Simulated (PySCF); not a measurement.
Interval between two levels of Hg(3+) by level of theory

Hg(3+) [Xe] 4f14 5d9 [2D5/2, M_J = 5/2] → Hg(3+) [Xe] 4f14 5d8 6s1 [4F9/2, M_J = 9/2], as a difference of total energies. Computed with PySCF 2.14 in x2c-TZVPall-2c, with the two-component X2C-1e Hamiltonian. Correlated levels: [Kr] 4d10 4f14 frozen; the 34 highest virtual spinors dropped. "Screened" scales the spin-orbit matrix elements by Boettger's factors to mimic the two-electron term; Breit and QED terms are absent.

```tsv
method	interval between two levels (cm⁻¹)
GHF (screened spin-orbit)	62932
GMP2 (screened spin-orbit)	62091
```

The labels give the starting determinants; with spin-orbit coupling the two ends relaxed to ⟨J²⟩ = 8.77, ⟨L²⟩ = 6.19, ⟨S²⟩ = 0.93 and ⟨J²⟩ = 24.76, ⟨L²⟩ = 12.46, ⟨S²⟩ = 3.82.
